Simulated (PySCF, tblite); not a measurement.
Species: C₄H₁₀OSi₂.
Atom-mapped SMILES: `[CH:1]#[C:2][Si@@H:3]([CH3:4])[O:5][SiH2:6][CH3:7]` (hydrogens: H8 on C1; H9 on Si3; H10, H11, H12 on C4; H13, H14 on Si6; H15, H16, H17 on C7)

Cartesian coordinates in Å at the GFN2-xTB level; atoms count from 1:
```
atom  x, y, z in Å
C1    -0.8903    2.6649   -0.7722
C2    -1.0527    1.6189   -0.2023
Si3   -1.3032   -0.0149    0.6467
C4    -2.5297   -1.0410   -0.3735
O5     0.1103   -0.8132    0.7216
Si6    1.7027   -1.1084    0.6131
C7     2.5689    0.3462   -0.2366
H8    -0.7509    3.5828   -1.2686
H9    -1.7132    0.2000    2.0375
H10   -2.1951   -1.1603   -1.4009
H11   -3.5024   -0.5586   -0.3983
H12   -2.6631   -2.0342    0.0458
H13    1.8096   -2.3407   -0.1716
H14    2.1673   -1.2823    1.9917
H15    2.4017    1.2733    0.3060
H16    3.6411    0.1877   -0.3027
H17    2.1918    0.4918   -1.2456
```

Jobs on this species (17 atoms, 70 electrons) with PySCF (density fitting) and tblite. Hardware of each: one thread of an Arm Neoverse V2, no GPU, shared host. Other jobs ran on the host; a repeat could differ by tens of per cent or more.

```
level and settings                                     work  basis functions  SCF cycles  wall time
          GFN2-xTB            Hessian by finite differences                –           –     0.59 s
     PBE0/pcSseg-1  shieldings, charges and field gradients              183           ?          ?
          GFN2-xTB                        L-BFGS relaxation                –           –     0.61 s
```

Q: Fill in the missing figures.

A: 
- PBE0/pcSseg-1; shieldings, charges and field gradients: 34 s, 14 SCF cycles

Q: What do all jobs in the table cost together?

A: About 35 s; the longest takes about 97 % of that, and about 58 times as long as the shortest.
